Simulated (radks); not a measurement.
Values are calculated unless marked as measured or tabulated.
Question: Species: the gallium ion Ga3+. Configuration: [Ar] 3d9 5d1 (not the ground configuration). Level of theory: scalar-relativistic Kohn-Sham, PBE, spin-polarised, spherical densities, finite nucleus; open shells are filled with parallel spins first; Fermi nuclear charge, rms radius 3.9973 fm (a radial shooting solver on a logarithmic mesh with Libxc functionals). Some entries of the table are withheld. Estimate them.

orbital,occ.,eigenvalue (Ry),r(max) (bohr),<r> (bohr)
1s down,1,-755.8143,0.03178,0.04860
1s up,1,-755.8143,0.03178,0.04860
2s up,1,-96.73709,0.1824,0.2178
2s down,1,-96.67979,0.1824,0.2178
2p up,3,-84.71512,0.1465,0.1908
2p down,3,-84.67228,0.1464,0.1907
3s up,1,-14.74975,(1),0.6468
3s down,1,-14.64968,(2),0.6474
3p up,3,(3),0.5646,0.6701
3p down,3,(4),0.5650,0.6710
3d up,5,(5),0.5251,0.7436
3d down,4,(6),0.5264,0.7473
5d up,1,-0.85572,5.771,5.634

Answer: 
(1) 3s up r(max) (bohr): 0.5631
(2) 3s down r(max) (bohr): 0.5634
(3) 3p up eigenvalue (Ry): -11.10969
(4) 3p down eigenvalue (Ry): -11.01086
(5) 3d up eigenvalue (Ry): -5.17089
(6) 3d down eigenvalue (Ry): -5.07257
